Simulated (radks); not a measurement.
All-electron atom: Tc7+ in [Kr]. Method: scalar-relativistic Kohn-Sham, r2SCAN, spin-polarised, spherical densities, finite nucleus; meta-GGA in the generalised Kohn-Sham scheme; Fermi nuclear charge, rms radius 4.4112 fm; computed with a radial shooting solver on a logarithmic mesh with Libxc functionals.

Normalised radial functions P(r) = r R(r), r in bohr:

r	3d	4s	4p
0.00323	0.0001	0.1057	0.0047
0.003672	0.0001	0.1169	0.0059
0.004173	0.0002	0.1290	0.0075
0.004743	0.0002	0.1418	0.0094
0.005348	0.0003	0.1544	0.0116
0.006078	0.0004	0.1683	0.0146
0.006908	0.0006	0.1825	0.0183
0.007851	0.0009	0.1968	0.0229
0.008923	0.0013	0.2106	0.0285
0.01014	0.0019	0.2234	0.0355
0.01153	0.0027	0.2347	0.0441
0.0131	0.0038	0.2435	0.0546
0.01477	0.0053	0.2487	0.0664
0.01679	0.0075	0.2499	0.0813
0.01908	0.0106	0.2454	0.0991
0.02169	0.0149	0.2339	0.1200
0.02465	0.0209	0.2138	0.1442
0.02801	0.0292	0.1841	0.1717
0.03184	0.0406	0.1435	0.2023
0.03618	0.0560	0.0918	0.2355
0.0408	0.0752	0.0332	0.2680
0.04637	0.1022	-0.0389	0.3028
0.0527	0.1378	-0.1184	0.3355
0.0599	0.1838	-0.2008	0.3629
0.06808	0.2426	-0.2803	0.3813
0.07737	0.3161	-0.3488	0.3862
0.08794	0.4064	-0.3971	0.3726
0.09995	0.5144	-0.4156	0.3358
0.1127	0.6319	-0.3976	0.2769
0.1281	0.7730	-0.3346	0.1863
0.1456	0.9265	-0.2245	0.0684
0.1654	1.0863	-0.0717	-0.0716
0.188	1.2435	0.1114	-0.2235
0.2137	1.3866	0.3035	-0.3719
0.2429	1.5031	0.4767	-0.4975
0.2761	1.5802	0.5995	-0.5791
0.3113	1.6058	0.6428	-0.5981
0.3538	1.5763	0.5926	-0.5433
0.4021	1.4871	0.4363	-0.4061
0.457	1.3444	0.1855	-0.1933
0.5194	1.1602	-0.1302	0.0755
0.5903	0.9517	-0.4685	0.3709
0.6709	0.7386	-0.7812	0.6575
0.7625	0.5398	-1.0199	0.8961
0.8597	0.3795	-1.1450	1.0459
0.9771	0.2437	-1.1612	1.1092
1.111	0.1442	-1.0661	1.0710
1.262	0.0777	-0.8896	0.9460
1.435	0.0378	-0.6740	0.7641
1.63	0.0164	-0.4615	0.5621
1.853	0.0062	-0.2833	0.3739
2.106	0.0020	-0.1539	0.2228
2.375	0.0006	-0.0768	0.1229
2.699	0.0001	-0.0317	0.0573
3.068	0.0000	-0.0111	0.0230
3.486	0.0000	-0.0032	0.0078

3d: eigenvalue -359.11 eV, 0 radial nodes, <r> = 0.398 bohr, 90 % of the charge inside 0.633 bohr. 4s: eigenvalue -174.04 eV, 3 radial nodes at r = 0.0434, 0.174, 0.494 bohr, <r> = 1.01 bohr, 90 % of the charge inside 1.46 bohr. 4p: eigenvalue -143.17 eV, 2 radial nodes at r = 0.155, 0.502 bohr, <r> = 1.09 bohr, 90 % of the charge inside 1.58 bohr.
